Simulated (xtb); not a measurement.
xtb input (GFN2-xTB):

```bash
xtb mol.xyz --gfn 2 --ohess tight --chrg 0 --uhf 0
```
mol.xyz:
```
4

V      0.19597826     0.29874311     0.34924199
O      1.38402503    -0.42752718    -0.39942318
O     -0.56456595    -0.71580900     1.16169069
Cl    -1.01330017     0.86807589    -1.11834646
```

Output:

```
           -------------------------------------------------
          |                Calculation Setup                |
           -------------------------------------------------

           -------------------------------------------------
          |                 G F N 2 - x T B                 |
           -------------------------------------------------

        Reference                      10.1021/acs.jctc.8b01176
      * Hamiltonian:
        H0-scaling (s, p, d)           1.850000    2.230000    2.230000
        zeta-weighting                 0.500000
      * Dispersion:
        s8                             2.700000
        a1                             0.520000
        a2                             5.000000
        s9                             5.000000
      * Repulsion:
        kExp                           1.500000    1.000000
        rExp                           1.000000
      * Coulomb:
        alpha                          2.000000
        third order                    shell-resolved
        anisotropic                    true
        a3                             3.000000
        a5                             4.000000
        cn-shift                       1.200000
        cn-exp                         4.000000
        max-rad                        5.000000

          ...................................................
          :                      SETUP                      :
          :.................................................:
          :  # basis functions                  28          :
          :  # atomic orbitals                  26          :
          :  # shells                           10          :
          :  # electrons                        24          :
          :  max. iterations                   250          :
          :  Hamiltonian                  GFN2-xTB          :
          :  restarted?                      false          :
          :  GBSA solvation                  false          :
          :  PC potential                    false          :
          :  electronic temp.          300.0000000     K    :
          :  accuracy                    1.0000000          :
          :  -> integral cutoff          0.2500000E+02      :
          :  -> integral neglect         0.1000000E-07      :
          :  -> SCF convergence          0.1000000E-05 Eh   :
          :  -> wf. convergence          0.1000000E-03 e    :
          :  Broyden damping             0.4000000          :
          :  net charge                          0          :
          :  unpaired electrons                  0          :
          ...................................................

 iter      E             dE          RMSdq      gap      omega  full diag
   1     -8.6817566 -0.868176E+01  0.386E+01    0.48       0.0  T
   2    -10.6063003 -0.192454E+01  0.326E+01   11.42       1.0  T
   3    -12.5783113 -0.197201E+01  0.233E+01    7.11       1.0  T
   4    -13.3101941 -0.731883E+00  0.205E+01    5.24       1.0  T
   5    -12.7620858  0.548108E+00  0.210E+01    6.74       1.0  T
   6    -14.5739274 -0.181184E+01  0.982E+00    1.15       1.0  T
[...]
                xx          xy          yy          xz          yz          zz
 q only:       -1.272       0.269       1.181       2.379       1.163       0.090
  q+dip:       -2.290       2.368       2.232       2.578       4.154       0.059
   full:       -3.269       3.076       3.291       3.692       5.590      -0.022

           -------------------------------------------------
          |                Geometry Summary                 |
           -------------------------------------------------

      molecular mass/u    :      118.3932125
   center of mass at/Å    :       -0.1011400       0.2303991      -0.0859199
  moments of inertia/u·Å² :        0.6016365E+02   0.1356335E+03   0.1765903E+03
rotational constants/cm⁻¹ :        0.2801963E+00   0.1242881E+00   0.9546185E-01

 * 3 selected distances

     #   Z          #   Z                                           value/Å
     1  23 V        2   8 O                                       1.5268137 (min)
     1  23 V        3   8 O                                       1.5269969
     1  23 V        4  17 Cl                                      2.0349926 (max)

 * 2 distinct bonds (by element types)

   Z      Z             #   av. dist./Å        max./Å        min./Å
   8 O   23 V           2     1.5269053     1.5269969     1.5268137
  17 Cl  23 V           1     2.0349926     2.0349926     2.0349926

           -------------------------------------------------
          |               Frequency Printout                |
           -------------------------------------------------
 projected vibrational frequencies (cm⁻¹)
eigval :       -0.00    -0.00    -0.00     0.00     0.00     0.00
eigval :      224.72   237.73   327.30   411.38   931.53  1008.80
 reduced masses (amu)
   1: 23.47   2: 36.71   3: 31.26   4: 30.82   5: 35.28   6: 31.27   7: 24.94   8: 29.04
   9: 24.20  10: 40.28  11: 21.49  12: 26.41
 IR intensities (km·mol⁻¹)
   1: 19.91   2:  0.20   3:  4.07   4:  2.44   5:  0.45   6: 10.92   7:  0.79   8:105.07
   9: 34.51  10: 34.03  11: 23.03  12: 20.37
 Raman intensities (Ä⁴*amu⁻¹)
   1:  0.00   2:  0.00   3:  0.00   4:  0.00   5:  0.00   6:  0.00   7:  0.00   8:  0.00
   9:  0.00  10:  0.00  11:  0.00  12:  0.00
 output can be read by thermo (or use thermo option).
 writing <g98.out> molden fake output.
 recommended (thermochemical) frequency scaling factor: 1.0
           -------------------------------------------------
          |             Thermodynamic Functions             |
           -------------------------------------------------

cs  symmetry found (for desy threshold:  0.10E+00) used in thermo

          ...................................................
Note: The following floating-point exceptions are signalling: IEEE_UNDERFLOW_FLAG IEEE_DENORMAL
normal termination of xtb
          :                      SETUP                      :
          :.................................................:
          :  # frequencies                           6      :
          :  # imaginary freq.                       0      :
          :  linear?                             false      :
          :  only rotor calc.                    false      :
          :  symmetry                               cs      :
          :  rotational number                       1      :
          :  scaling factor                  1.0000000      :
          :  rotor cutoff                   50.0000000 cm⁻¹ :
          :  imag. cutoff                  -20.0000000 cm⁻¹ :
          :.................................................:

    mode    ω/cm⁻¹     T·S(HO)/kcal·mol⁻¹    T·S(FR)/kcal·mol⁻¹   T·S(vib)
   ------------------------------------------------------------------------
       1    224.72    -0.57267 ( 99.76%)    -0.61117 (  0.24%)    -0.57276
       2    237.73    -0.54258 ( 99.80%)    -0.59451 (  0.20%)    -0.54268
   ------------------------------------------------------------------------

   temp. (K)  partition function   enthalpy   heat capacity  entropy
                                   cal/mol     cal/K/mol   cal/K/mol   J/K/mol
 298.15  VIB   3.29                 1127.057      7.475      6.150
         ROT  0.917E+05              888.752      2.981     25.688
         INT  0.302E+06             2015.809     10.456     31.838
         TR   0.125E+28             1481.254      4.968     40.203
         TOT                        3497.0630    15.4241    72.0412   301.4203

       T/K    H(0)-H(T)+PV         H(T)/Eh          T*S/Eh         G(T)/Eh
   ------------------------------------------------------------------------
    298.15    0.557292E-02    0.127297E-01    0.342291E-01   -0.214994E-01
   ------------------------------------------------------------------------

         :::::::::::::::::::::::::::::::::::::::::::::::::::::
         ::                  THERMODYNAMIC                  ::
         :::::::::::::::::::::::::::::::::::::::::::::::::::::
         :: total free energy         -14.636266800907 Eh   ::
         ::.................................................::
         :: total energy              -14.614767411464 Eh   ::
         :: zero point energy           0.007156776336 Eh   ::
         :: G(RRHO) w/o ZPVE           -0.028656165779 Eh   ::
         :: G(RRHO) contrib.           -0.021499389443 Eh   ::
         :::::::::::::::::::::::::::::::::::::::::::::::::::::

optimized geometry written to: xtbopt.xyz

           -------------------------------------------------
          | TOTAL ENERGY              -14.614767411464 Eh   |
          | TOTAL ENTHALPY            -14.602037710488 Eh   |
          | TOTAL FREE ENERGY         -14.636266800907 Eh   |
          | GRADIENT NORM               0.000213728594 Eh/α |
          | HOMO-LUMO GAP               1.775087330391 eV   |
           -------------------------------------------------

------------------------------------------------------------------------
------------------------------------------------------------------------
 total:
 SCF:
 ANC optimizer:
 analytical hessian:
```
